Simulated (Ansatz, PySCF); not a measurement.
C2H2F3, SMILES [CH2]C(F)(F)F, multiplicity 2. Atoms are numbered in the order given.

```xyz
7

C      1.4611    -0.3114    -0.0689
C      0.0130     0.0026    -0.0149
F     -0.6927    -0.7678    -0.8608
F     -0.2270     1.2879    -0.3276
F     -0.4983    -0.2019     1.2205
H      1.7716    -1.3423    -0.2402
H      2.1785     0.4540     0.2282
```
Charge 0, spin multiplicity 2.

Geometry: B3LYP-D3(BJ)/def2-SVP. The isomer is the one that the SMILES or the coordinates give; other isomers of the formula were not compared.

Two levels are set side by side: PBE-D3(BJ)/def2-SVP (Ansatz, a program for electronic structure) and B3LYP-D3(BJ)/def2-SVP (Ansatz). Each level has its own optimised geometry; the coordinates shown are those of the second. Frequencies come from the Hessian of PySCF at each geometry. Differences are taken from unrounded values.

| quantity | B3LYP-D3(BJ) | PBE-D3(BJ) | PBE-D3(BJ) minus B3LYP-D3(BJ) |
|---|---|---|---|
| mean bond length (Å) | 1.284 | 1.292 | 0.008 |
| bond C1–C2 (Å) | 1.483 | 1.484 | 0.001 |
| bond C2–F3 (Å) | 1.344 | 1.355 | 0.010 |
| bond C2–F4 (Å) | 1.344 | 1.355 | 0.010 |
| bond C2–F5 (Å) | 1.353 | 1.365 | 0.012 |
| bond C1–H6 (Å) | 1.090 | 1.098 | 0.008 |
| bond C1–H7 (Å) | 1.090 | 1.098 | 0.008 |
| highest harmonic wavenumber (cm⁻¹) | 3307 | 3245 | -62 |
| mean harmonic wavenumber (cm⁻¹) | 1102 | 1070 | -32 |
| zero-point energy (kcal/mol) | 23.63 | 22.95 | -0.68 |

GGA bonds tend to be longer and softer than those of functionals with exact exchange. Differences between two approximate levels are no errors against the true value.
